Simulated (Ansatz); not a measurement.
Input file for Ansatz (a quantum-chemistry and plane-wave program): U-B2PLYP/def2-TZVPP on NaC, 2S+1 = 4, a spin state set in the input, which need not be the lowest, a point of a bond scan (R = 2.238 Å).

Ansatz 0.2 input:
```yaml
crystal:
  periodic: [false, false, false]
  atoms:
    - {symbol: C, position_ang: [0.00000000, 0.00000000, 0.00000000]}
    - {symbol: Na, position_ang: [0.00000000, 0.00000000, 2.23780500]}
basis:
  gaussian:
    orbitals: def2-TZVPP
    pivot_positions_ang: [[0.00000000, 0.00000000, 0.00000000], [0.00000000, 0.00000000, 2.23780500]]
hamiltonian:
  xc: {name: B2PLYP}
magnetization: {spin_polarized: true, initial_magnetization: 3}
correlation: {electrons: valence}
output: {orbitals: {seedname: ./end}}
```

It printed:

```
Functional definition: B2PLYP
[...]
integrals: 0.02 GiB planned
520 factors; integrals over basis functions are off by at most 3.7e-4 eV
mean field: 0.18 GiB planned
mean field evaluation 1: about -5441.2229 eV, gradient 1.5e1 eV
mean field evaluation 2: about -5441.2557 eV, gradient 1.5e1 eV
mean field evaluation 4: about -5442.8429 eV, gradient 1.0e0 eV
mean field evaluation 8: about -5442.8606 eV, gradient 3.3e-2 eV
mean field evaluation 16: about -5442.8606 eV, gradient 8.5e-5 eV
mean field evaluation 32: about -5440.5944 eV, gradient 1.5e-1 eV
mean field -5442.86057708 eV, -200.0214369045 hartree, gradient 7.8e-6 eV, S^2 3.753898; 2 other end points of the search recorded, 0 dependent functions left out
2 core orbitals not correlated
reference -5442.86071161 eV, -200.0214418483 hartree; 8, 5 occupied and 53, 56 virtual orbitals, 520 factors
second order -8.09964131 eV of doubles, -0.00000000 eV of singles
Total energy: -5445.04761477 eV, -200.1018090569 hartree
```

The run converged.

Cost: very roughly 4 core-seconds.
